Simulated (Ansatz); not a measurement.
Consider the ligand exchange at a Zn–O bond: `[SiH3][O][ZnH]` + dimethylamine → `C[N](C)[ZnH]` + silanol.

Program: Ansatz. Geometries: PBE0-D4/def2-TZVP. ΔE: electronic, gas phase. CCSD(T)/CBS is the MP2 limit (def2-TZVPP, def2-QZVPP) plus CCSD(T) − MP2 in def2-TZVPP, frozen cores. Functionals use def2-TZVPP. For Zn outer-core shells are correlated without core-valence functions, which leaves a few kJ/mol of doubt a bond. Scalar relativity is left out up to krypton.

```json
{"level": "PBE-D4", "ΔE (kJ/mol)": "55.9", "difference from CCSD(T)/CBS": "-11.5"}
{"level": "BHLYP-D4", "ΔE (kJ/mol)": "73.8", "difference from CCSD(T)/CBS": "6.4"}
{"level": "PBE-QIDH", "ΔE (kJ/mol)": "66.9", "difference from CCSD(T)/CBS": "-0.5"}
{"level": "revPBE", "ΔE (kJ/mol)": "60.4", "difference from CCSD(T)/CBS": "-7.0"}
{"level": "r2SCAN", "ΔE (kJ/mol)": "64.2", "difference from CCSD(T)/CBS": "-3.2"}
{"level": "PBE0", "ΔE (kJ/mol)": "64.2", "difference from CCSD(T)/CBS": "-3.2"}
{"level": "CAM-B3LYP", "ΔE (kJ/mol)": "70.0", "difference from CCSD(T)/CBS": "2.6"}
{"level": "LC-ωPBE", "ΔE (kJ/mol)": "67.2", "difference from CCSD(T)/CBS": "-0.2"}
{"level": "RPA@PBE/def2-TZVPP", "ΔE (kJ/mol)": "65.4", "difference from CCSD(T)/CBS": "-2.0"}
{"level": "CCSD/def2-SVP", "ΔE (kJ/mol)": "81.3", "difference from CCSD(T)/CBS": "13.9"}
{"level": "CCSD(T)/def2-SVP", "ΔE (kJ/mol)": "78.7", "difference from CCSD(T)/CBS": "11.3"}
{"level": "SCS-MP2/def2-TZVPP", "ΔE (kJ/mol)": "68.3", "difference from CCSD(T)/CBS": "0.9"}
{"level": "CCSD/def2-TZVPP", "ΔE (kJ/mol)": "70.1", "difference from CCSD(T)/CBS": "2.7"}
{"level": "CCSD(T)/def2-TZVPP", "ΔE (kJ/mol)": "66.3", "difference from CCSD(T)/CBS": "-1.1"}
{"level": "HF/CBS(def2)", "ΔE (kJ/mol)": "92.2", "difference from CCSD(T)/CBS": "24.8"}
{"level": "CCSD/CBS(def2)", "ΔE (kJ/mol)": "71.3", "difference from CCSD(T)/CBS": "3.9"}
{"level": "CCSD(T)/CBS", "ΔE (kJ/mol)": "67.4", "difference from CCSD(T)/CBS": "0"}
```

Largest T1 diagnostic among the species: 0.016.

From r2SCAN to r2SCAN0 (25 % exact exchange), in def2-TZVPP and without D4, ΔE moves by +4.0 kJ/mol. In def2-TZVPP, CCSD(T) changes the Hartree–Fock value by −23.4 kJ/mol (the triples alone add −3.8 kJ/mol) and MP2 by −26.9 kJ/mol.
